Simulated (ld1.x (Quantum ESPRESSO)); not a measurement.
# Which change was made? (Pt, PAW)

ld1.x (Quantum ESPRESSO) 7.5 input, shortened:

```
&input
   title='Pt', zed=78., rel=1, dft='WC', iswitch=3,
   config='[Xe] 4f14 5d8.5 6s0 6p0'
 /
 &inputp
   pseudotype=3, lpaw=.true., tm=.true., lloc=-2, rcloc=1.75,
   nlcc=.true., new_core_ps=.true.,
   which_augfun='GAUSS', rmatch_augfun=1.35
 /
6
6S  1  0   0.00   0.00  1.85  2.15  0.0
6S  1  0   0.00  -0.55  1.85  2.15  0.0
6P  2  1   0.00   0.00  1.80  2.50  0.0
6P  2  1   0.00  -0.35  1.80  2.50  0.0
5D  3  2   8.50   0.00  2.35  2.50  0.0
5D  3  2   0.00   2.75  2.35  2.50  0.0
 &test
   configts(1)='5d8.5 6s0 6p0'
 /
```

Cutoffs, loose and tight: the cutoffs (Ry, on a coarse ladder) from which the occupation-weighted sum of valence levels, in a spherical-Bessel basis at the reference potential, stays within 10 and 1 mRy of its value at 400 Ry. They do not see the model core or the augmentation charge, which bear on the density cutoff. Test errors are all-electron minus pseudo excitation energies from the reference, over the configurations 5d9 6s1 6p0; 5d9 6s0 6p0; 5d8 6s0 6p0; 5d8 6s1 6p1; 5d9 6s0 6p1; 5d9.5 6s0.5 6p0; 5d9 6s0.5 6p0; variants that change the core or the reference have their own tests.

The base gives: outcome: generated; cutoff, loose: 18 Ry; cutoff, tight: 30 Ry; bound ghosts: none; largest test error (meV): -10.

Question: After one change the result is: outcome: generated; cutoff, loose: 18 Ry; cutoff, tight: 30 Ry; bound ghosts: none; largest test error (meV): -185. Which change was it?
A. reference 5d7 6s0 6p0
B. type ultrasoft; local potential all-electron potential smoothed inside 1.65 bohr (lloc = -1); augmentation built from norm-conserving waves at rcut, not smoothed further
C. local potential all-electron potential smoothed inside 2.10 bohr (lloc = -1)

Answer: A. The others give: local potential all-electron potential smoothed inside 2.10 bohr (lloc = -1) → outcome: generated; cutoff, loose: 18 Ry; cutoff, tight: 30 Ry; bound ghosts: s; largest test error (meV): -45 | type ultrasoft; local potential all-electron potential smoothed inside 1.65 bohr (lloc = -1); augmentation built from norm-conserving waves at rcut, not smoothed further → outcome: generated, overlap not positive; bound ghosts: s, p (d not tested, overlap not positive); largest test error (meV): +2442. A file whose overlap is not positive is unfit for use, and its test errors describe a broken file.
